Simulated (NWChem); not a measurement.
System: Ba

Spin-orbit effects, on the heavy nuclei and on their neighbours, are missing.

Question: Give the principal values of the shielding tensors (ppm) of Ba1 from PBE0/x2c-SVPall-s, scalar ZORA without spin-orbit coupling, GIAO (NWChem), with their diamagnetic and paramagnetic parts as GIAO splits them.

Answer: 
```
atom     σ11     σ22     σ33  isotropic  diamagnetic  paramagnetic
----  ------  ------  ------  ---------  -----------  ------------
Ba1   5963.0  5963.0  5963.0     5963.0       5884.5          78.5
```
